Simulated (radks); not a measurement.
Se I, 34 electrons, occupied as [Ar] 3d10 4s2 4p4. All-electron calculation, non-relativistic Kohn-Sham, PBE, spin-polarised, spherical densities, point nucleus; open shells are filled with parallel spins first; hard spherical wall at 1.5 bohr. Program: a radial shooting solver on a logarithmic mesh with Libxc functionals. Some entries of the table are withheld. Estimate them.

| orbital | occ. | eigenvalue (Ry) | r(max) (bohr) | <1/r> (bohr^-1) |
|---|---|---|---|---|
| 1s up | 1 | -894.1181 | 0.02971 | 33.49 |
| 1s down | 1 | -894.0425 | 0.02971 | 33.49 |
| 2s up | 1 | -105.9992 | 0.1684 | 7.382 |
| 2s down | 1 | -105.9515 | 0.1685 | 7.382 |
| 2p up | 3 | -94.12583 | 0.1336 | 7.358 |
| 2p down | 3 | -94.04965 | 0.1337 | 7.357 |
| 3s up | 1 | -8.24659 | 0.5212 | 2.354 |
| 3s down | 1 | -8.16591 | 0.5220 | 2.352 |
| 3p up | 3 | -4.20907 | 0.5170 | 2.240 |
| 3p down | 3 | -4.11855 | 0.5181 | 2.240 |
| 3d up | 5 | 3.06367 | 0.4751 | 2.013 |
| 3d down | 5 | 3.16171 | 0.4765 | 2.016 |
| 4s up | 1 | 11.18030 | 1.070 | 1.642 |
| 4s down | 1 | 11.42272 | 1.069 | 1.643 |
| 4p up | 3 | 13.15226 | 1.078 | 1.663 |
| 4p down | 1 | 13.39499 | 1.077 | 1.664 |
| 4d up | 0 | 16.31782 | 1.084 | (1) |
| 4d down | 0 | 16.54169 | 1.082 | (2) |
| 5s up | 0 | 38.79406 | 1.252 | 1.956 |
| 5s down | 0 | 38.93045 | 1.252 | 1.956 |
| 5p up | 0 | 39.87825 | 1.252 | 1.940 |
| 5p down | 0 | 40.01232 | 1.252 | 1.941 |

Answer. 
(1) 4d up <1/r> (bohr^-1): 1.671
(2) 4d down <1/r> (bohr^-1): 1.671
